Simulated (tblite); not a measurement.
Input of a run (GFN2-xTB geometry optimisation, gas phase (tblite 0.8.0)), started from a force field or distance geometry:
```
{"job": {"kind": "relax", "xc": "GFN2-xTB", "basis": "xTB"}, "charge": 0, "multiplicity": 2}
F      2.615300     0.449700     0.937700
C      2.243100    -0.082800    -0.309700
C      0.752500    -0.183500    -0.257100
C     -0.069600     0.802800     0.216200
C     -1.399700     0.511800     0.176700
C     -1.720900    -0.691200    -0.360900
F     -3.002000    -1.157600    -0.505100
S     -0.244900    -1.468000    -0.787300
H      2.685400    -1.131800    -0.299000
H      0.315200     1.734200     0.633400
H     -2.169100     1.219000     0.529200
```

Output (eV, eV/Å):
```
step      E/eV     max force
  0    -675.51170    4.513
  1    -675.98635    3.043
  2    -676.28587    1.670
  3    -676.50951    1.253
  4    -676.63449    0.763
  5    -676.65970    0.839
  6    -676.69382    0.702
  7    -676.71291    0.385
  8    -676.72307    0.293
  9    -676.72980    0.314
 10    -676.73853    0.289
 11    -676.74765    0.271
 12    -676.75578    0.286
 13    -676.76325    0.253
 14    -676.77062    0.245
 15    -676.77892    0.246
 16    -676.78806    0.272
 17    -676.79654    0.233
 18    -676.80294    0.221
 19    -676.80771    0.223
 20    -676.81058    0.120
 21    -676.81189    0.064
 22    -676.81231    0.058
 23    -676.81270    0.046
 24    -676.81299    0.043
 25    -676.81318    0.035
 26    -676.81335    0.032
 27    -676.81357    0.040
 28    -676.81381    0.044
 29    -676.81405    0.037
 30    -676.81426    0.044
 31    -676.81444    0.045
 32    -676.81461    0.034
 33    -676.81475    0.031
 34    -676.81482    0.021
 35    -676.81486    0.013
 36    -676.81488    0.009
```

Problem. Summarise the run.

Solution. The energy falls by 125.7 kJ/mol over 36 L-BFGS steps, the largest force on an atom goes from 4.51 to 0.009 eV/Å, and the atoms move by 0.246 Å rms after alignment. The bond that changes most is C2–C3 (ends: carbon bonded to C, F and H; carbon bonded to 2 C and S), which shortens by 0.133 Å. Bonds longer at the end by more than 0.005 Å: 5 of 11; shorter: 6. Among the angles that change most is C3–C2–H9, from 109.0° to 125.8°. Among the dihedrals that turn most is F1–C2–C3–C4, from 45° to 0°. The energy never rose by more than 1e-5 eV on the way. The first step brought 36 % of the lowering.

Problem. What are the final bond lengths?

Solution. F1–C2 1.341 Å, C2–C3 1.362 Å, C3–C4 1.410 Å, C4–C5 1.388 Å, C5–C6 1.371 Å, C6–F7 1.330 Å, C6–S8 1.733 Å, C3–S8 1.765 Å, C2–H9 1.076 Å, C4–H10 1.073 Å, C5–H11 1.074 Å. Numbering counts from 1 in the input's order; the species is `F[CH]C1=CC=C(F)S1` [radical].

Hardware: Arm Neoverse V1, one thread, shared host. Cost: 0.19 s wall.

Its GFN2-xTB frequencies are all real (lowest 102 cm⁻¹).

One conformer stands for the species.

The numbers are calculated, not measured.
